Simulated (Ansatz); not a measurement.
Calculated with Ansatz (gas phase, PBE0-D4/def2-TZVP geometries, no zero-point term in ΔE). CBS: MP2 limit from def2 TZ/QZ plus the TZ coupled-cluster correction, frozen cores. This one scheme is used for every species. Functionals use def2-TZVPP. B3LYP here is the variant with VWN-RPA as its local correlation; programs differ in this. One conformer a species, not always the lowest.

Reaction (silylene formation by 1,1-elimination): `C[Si](O)([SiH3])S` → `C[SiH3]` + `O[Si]S`

CCSD(T)/CBS gives +150.5 kJ/mol.

Another level gave +150.8 kJ/mol. Which?
A. B2PLYP/def2-TZVPP
B. PBE-D4/def2-TZVPP
C. B3LYP-D4/def2-TZVPP
D. MP2/def2-TZVPP

B. PBE-D4 150.8, B2PLYP 133.7, MP2/def2-TZVPP 155.6, B3LYP-D4 140.8 kJ/mol.

Largest T1 diagnostic among the species: 0.015.

From PBE to PBE0 (25 % exact exchange), in def2-TZVPP and without D4, ΔE moves by +14.8 kJ/mol. The D4 term adds +21.1 kJ/mol with B3LYP and +12.0 kJ/mol with PBE0; it sums over pairs of atoms, weighted by their polarisabilities, and B3LYP, whose exchange is more repulsive, gets the larger term.
